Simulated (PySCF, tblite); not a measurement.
Isomers of C2H8N2Si2. Level: GFN2-xTB in tblite, geometry and Hessian alike; calculated harmonic values, unscaled, isolated species. This tight-binding method is rough: wavenumbers can miss measured ones by several per cent, in bad cases by 10 to 20. Modes of hydrogen on silicon can be 10 to 20 % off. One conformer each.

Electronic energies: PBE0/pcSseg-1 single points on the GFN2-xTB geometries (PySCF, gas phase).

```
              SMILES  electronic energy, lowest = 0 (kcal/mol)
   N#CC[SiH2]N[SiH3]                                       8.5
   N#C[SiH2]NC[SiH3]                                      27.8
C[Si@](N)([SiH3])C#N                                       5.8
 C=N[Si@H]1C[SiH2]N1                                       0.0
```

How do GFN2-xTB zero-point energies change the relative energies?

| SMILES | ZPE (kcal/mol) | of it from modes above 1550 cm⁻¹ | electronic (kcal/mol) | with ZPE, lowest = 0 (kcal/mol) | lowest mode (cm⁻¹) | rings |
| --- | --- | --- | --- | --- | --- | --- |
| C=N[Si@H]1C[SiH2]N1 | 60.5 | 34.0 | 0.0 | 0.0 | 64 | 1 |
| C[Si@](N)([SiH3])C#N | 59.2 | 35.9 | 5.8 | 4.5 | 6i | 0 |
| N#CC[SiH2]N[SiH3] | 57.4 | 33.0 | 8.5 | 5.4 | 30 | 0 |
| N#C[SiH2]NC[SiH3] | 57.4 | 32.9 | 27.8 | 24.7 | 37 | 0 |

The zero-point energies span 3.1 kcal/mol, from `N#CC[SiH2]N[SiH3]` to `C=N[Si@H]1C[SiH2]N1`. Slightly imaginary modes are left out of the zero-point energy: `C[Si@](N)([SiH3])C#N` 6.4i cm⁻¹. The order is unchanged.

And how do the electronic energies of GFN2-xTB itself compare?

`C=N[Si@H]1C[SiH2]N1` 10.0; `C[Si@](N)([SiH3])C#N` 41.0; `N#CC[SiH2]N[SiH3]` 0.0; `N#C[SiH2]NC[SiH3]` 30.4 kcal/mol, lowest = 0. Against the energies above, taken from the same isomer `C=N[Si@H]1C[SiH2]N1`, the largest difference is 25.2 kcal/mol.

What do entropy and thermal enthalpy add at 298.15 K and 1 bar (rigid rotor, harmonic oscillator, one conformer each)?

| SMILES | point group | symmetry number | S (cal/(mol K)) | H − H(0) (kcal/mol) | ZPE + H − H(0) − TS (kcal/mol) |
| --- | --- | --- | --- | --- | --- |
| C=N[Si@H]1C[SiH2]N1 | C1 | 1 | 90.0 | 6.02 | 39.7 |
| N#CC[SiH2]N[SiH3] | C1 | 1 | 98.5 | 6.70 | 34.7 |
| N#C[SiH2]NC[SiH3] | C1 | 1 | 98.1 | 6.76 | 34.9 |

Not tabulated: `C[Si@](N)([SiH3])C#N` (lowest mode only 6i cm⁻¹).
